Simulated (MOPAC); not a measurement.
MOPAC input (AM1):

```
AM1 FORCE THERMO(298,298) PRECISE LET CHARGE=-1 GEO-OK AUX(PRECISION=9) THREADS=1
C2H9P2Si

C    -0.74421869 1    1.50466462 1   -1.26158701 1
Si   -0.50197518 1    0.25770614 1   -0.25324312 1
C    -1.99100872 1   -0.76906596 1    0.06138153 1
P     1.25619833 1   -1.23906015 1   -1.02138396 1
P     0.52493413 1    0.78102496 1    1.84059358 1
H    -1.71347237 1    1.70173713 1   -1.73106920 1
H    -0.00279088 1    2.25275983 1   -1.55062945 1
H    -2.42076707 1   -1.12582251 1   -0.90286097 1
H    -2.76951252 1   -0.16354649 1    0.58038369 1
H    -1.78730683 1   -1.66448105 1    0.68973487 1
H     0.99183162 1   -1.04404618 1   -2.34448580 1
H     2.38679910 1   -0.47986547 1   -0.96327410 1
H     0.91839411 1   -0.43458796 1    2.31961269 1
H     1.75475812 1    1.22662562 1    1.45666057 1
```

Output:

```
 *******************************************************************************
 **                                                                           **
 **                              MOPAC v23.2.5                                **
 **                                                                           **
 *******************************************************************************
 ** MOPAC's Digital Object Identifier: https://doi.org/10.5281/zenodo.6511958 **
 **                                                                           **
 ** Please cite the open-source release paper for use of this MOPAC version:  **
 ** J. E. Moussa and J. J. P. Stewart (2026)                                  **
 ** MOPAC: An open-source semiempirical molecular orbital program             **
 ** J. Open Source Softw., 11(119), 8025, https://doi.org/10.21105/joss.08025 **
 *******************************************************************************

                              AM1 CALCULATION RESULTS

 *******************************************************************************
 *  AM1        - The AM1 Hamiltonian to be used
 *  GEO-OK     - OVERRIDE INTERATOMIC DISTANCE AND OTHER SAFETY CHECKS
 *
 *
 *
 *                 CHARGE ON SYSTEM = -1
 *
 *
 *
 *  LET        - OVERRIDE SOME SAFETY CHECKS
 *  PRECISE    - TIGHTER CRITERIA TO BE USED
 *  FORCE      - FORCE CALCULATION SPECIFIED
 *  AUX        - OUTPUT AUXILIARY INFORMATION
 *  THERMO     - THERMODYNAMIC QUANTITIES TO BE CALCULATED
 *******************************************************************************
AM1 FORCE THERMO(298,298) PRECISE LET CHARGE=-1 GEO-OK AUX(PRECISION=9) THREADS=1
 C2H9P2Si

   ATOM   CHEMICAL          X               Y               Z
  NUMBER   SYMBOL      (ANGSTROMS)     (ANGSTROMS)     (ANGSTROMS)

     1       C         -0.74421869  *   1.50466462  *  -1.26158701  *
     2      Si         -0.50197518  *   0.25770614  *  -0.25324312  *
     3       C         -1.99100872  *  -0.76906596  *   0.06138153  *
     4       P          1.25619833  *  -1.23906015  *  -1.02138396  *
     5       P          0.52493413  *   0.78102496  *   1.84059358  *
     6       H         -1.71347237  *   1.70173713  *  -1.73106920  *
     7       H         -0.00279088  *   2.25275983  *  -1.55062945  *
     8       H         -2.42076707  *  -1.12582251  *  -0.90286097  *
     9       H         -2.76951252  *  -0.16354649  *   0.58038369  *
    10       H         -1.78730683  *  -1.66448105  *   0.68973487  *
    11       H          0.99183162  *  -1.04404618  *  -2.34448580  *
    12       H          2.38679910  *  -0.47986547  *  -0.96327410  *
    13       H          0.91839411  *  -0.43458796  *   2.31961269  *
    14       H          1.75475812  *   1.22662562  *   1.45666057  *

          CARTESIAN COORDINATES

    NO.       ATOM           X           Y           Z

     1         C         -0.7442      1.5047     -1.2616
     2        Si         -0.5020      0.2577     -0.2532
     3         C         -1.9910     -0.7691      0.0614
     4         P          1.2562     -1.2391     -1.0214
[...]
 TRAVEL (Ang.)       0.2085         Si 2 -- C  3          +0.9% (  9.7%)      0.0%
 REDUCED MASS        0.5055         C  3 -- H 10          +0.8% (  9.5%)      0.5%
 EFFECTIVE MASS      1.4777
 FORCE CONSTANT      2.8026

 VIBRATION         33   33A           ATOM PAIR      ENERGY CONTRIBUTION    RADIAL
 FREQUENCY          3075.78         C  3 -- H 10         +57.1% ( 77.7%)     99.0%
 TRANSITION DIPOLE   0.1189         C  3 -- H  8         +22.3% ( 48.6%)     88.7%
 TRAVEL (Ang.)       0.2238         C  3 -- H  9         +19.8% ( 45.8%)     87.0%
 REDUCED MASS        0.4376         Si 2 -- C  3          +0.9% (  9.6%)      0.0%
 EFFECTIVE MASS      1.4723
 FORCE CONSTANT      2.4389

 VIBRATION         34   34A           ATOM PAIR      ENERGY CONTRIBUTION    RADIAL
 FREQUENCY          3170.08         C  3 -- H 10         +42.7% ( 62.8%)     98.1%
 TRANSITION DIPOLE   0.1168         C  3 -- H  8         +28.7% ( 51.6%)     96.1%
 TRAVEL (Ang.)       0.2509         C  3 -- H  9         +28.4% ( 51.3%)     96.0%
 REDUCED MASS        0.3379         Si 2 -- C  3          +0.2% (  3.9%)     97.5%
 EFFECTIVE MASS      1.1234
 FORCE CONSTANT      2.0007

 VIBRATION         35   35A           ATOM PAIR      ENERGY CONTRIBUTION    RADIAL
 FREQUENCY          3178.07         C  1 -- H  6         +68.3% ( 84.8%)     98.9%
 TRANSITION DIPOLE   0.1601         C  1 -- H  7         +30.8% ( 56.9%)     94.9%
 TRAVEL (Ang.)       0.1907         C  1 -- Si 2          +0.9% (  9.8%)      1.1%
 REDUCED MASS        0.5835
 EFFECTIVE MASS      1.5108
 FORCE CONSTANT      3.4724

 VIBRATION         36   36A           ATOM PAIR      ENERGY CONTRIBUTION    RADIAL
 FREQUENCY          3242.79         C  1 -- H  7         +70.0% ( 82.5%)     98.6%
 TRANSITION DIPOLE   0.3443         C  1 -- H  6         +29.4% ( 53.5%)     92.2%
 TRAVEL (Ang.)       0.1939         C  1 -- Si 2          +0.6% (  7.6%)     93.4%
 REDUCED MASS        0.5533
 EFFECTIVE MASS      1.2712
 FORCE CONSTANT      3.4282

      SYMMETRY NUMBER FOR POINT-GROUP C1  =  1

          SYSTEM IS A GROUND STATE

 C2H9P2Si

          MOLECULE IS NOT LINEAR

          THERE ARE 36 GENUINE VIBRATIONS IN THIS SYSTEM
          THIS THERMODYNAMICS CALCULATION IS LIMITED TO
          MOLECULES WHICH HAVE NO INTERNAL ROTATIONS

                    CALCULATED THERMODYNAMIC PROPERTIES
                                          *
   TEMP. (K)   PARTITION FUNCTION   H.O.F.    ENTHALPY  HEAT CAPACITY ENTROPY
                                   KCAL/MOL   CAL/MOLE    CAL/K/MOL  CAL/K/MOL

 298.00  VIB.     0.3631D+03                  4520.3302    29.2728    26.8830
         ROT.     0.3805D+06                   888.2803     2.9808    28.5148
         INT.     0.1382D+09                  5408.6105    32.2536    55.3978
         TRA.     0.1321D+28                  1480.4672     4.9680    40.3359
         TOT.                      -29.679    6889.0777    37.2216    95.7337

   *: NOTE: HEATS OF FORMATION ARE RELATIVE TO THE
            ELEMENTS IN THEIR STANDARD STATE AT 298K
              (=  Standard Enthalpy of Formation).

            Hvib:  Zero-point energy is not included.
                   frequencies of less than zero cm-1 are not included.
            Hrot = (3/2)RT
            Htra = (3/2)RT + pV = (5/2)RT

            Heat capacity is Cp, not Cv

          For more information, see: HTTP://OpenMOPAC.net/Manual/thermochemistry.html

           FORCE CONSTANT IN CARTESIAN COORDINATES (Millidynes/A)

    ATOM   CHEMICAL       X               Y               Z
   NUMBER   SYMBOL  FORCE CONSTANT  FORCE CONSTANT  FORCE CONSTANT

      1       C        9.506788        7.724126        1.724699
      2      Si        6.991116        3.331748        2.142075
      3       C        7.150857        5.459120        7.482016
      4       P        3.137472        4.170674        3.080698
      5       P        4.120113        4.093986        2.217926
      6       H        2.121610        4.207894        0.196993
      7       H        2.459092        3.982574        0.259584
      8       H        1.215570        1.975785        3.422913
      9       H        0.896507        1.719130        4.002478
     10       H        5.373979        0.673815        0.703680
     11       H        1.976045        0.478714        1.469440
     12       H        0.432935        3.200279        0.294409
     13       H        3.193972        0.282625        0.494583
     14       H        0.567522        3.042401        0.342349

 **********************
 *                    *
 * JOB ENDED NORMALLY *
 *                    *
 **********************

 == MOPAC DONE ==
```

The dipole moment of an ion depends on the origin.
